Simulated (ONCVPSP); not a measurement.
Transferability test, ONCV potential for mercury

- Element: mercury (Hg)
- Generator: ONCVPSP 4.0.1
- Type: optimised norm-conserving Vanderbilt (ONCV)
- Functional: PBE
- Relativity: scalar-relativistic
- Frozen core: [Kr] 4d10 4f14 5s2
- Valence charge: 18
- Reference configuration: 5p6 5d10 6s2
- Partial waves: 6s: rc 2.20 bohr, ncon 5, nbas 10, qcut 2.7 1/bohr, 2 projectors, debl 2.5 Ha; 5p: rc 1.15 bohr, ncon 4, nbas 9, qcut 7.4 1/bohr, 2 projectors, debl 1.1 Ha; 5d: rc 1.95 bohr, ncon 4, nbas 9, qcut 8.2 1/bohr, 2 projectors, debl 2.8 Ha
- Local potential: polynomial inside 1.00 bohr (lpopt 5, dvloc0 4 Ha)
- Core correction: Teter function, fcfact 5, rcfact 1.35

In the p channel the program set the typed energies aside and used -2.444, 0.250 Ha.

Energies are relative to the spin-unpolarised reference configuration 5p6 5d10 6s2; without spin polarisation the order of configurations can differ from experiment.

| valence configuration | charge | ΔE all-electron (eV) | error AE − PS (meV) |
| --- | --- | --- | --- |
| 5p6 5d10 6s1 | +1 | 10.688 | -11 |
| 5p6 5d10 6s0 | +2 | 29.663 | -45 |
| 5p5 5d10 6s2 | +1 | 73.274 | -177 |

Task: What are ΔE and the potential's error for 5p6 5d9 6s0?

Result: ΔE = 65.190 eV all-electron; the error (AE − PS) is -6.4 meV.

Levels in the configuration 5p6 5d10 6s1:

| level | all-electron (eV) | pseudo (eV) |
| --- | --- | --- |
| 5p | -75.624 | -75.561 |
| 5d | -18.842 | -18.826 |
| 6s | -14.713 | -14.728 |

Note: ghosts flagged at negative energy: s at -190.6 eV; GHOST(+) flagged for s at 111.1 eV. A true bound ghost makes a file unfit for plane-wave use.
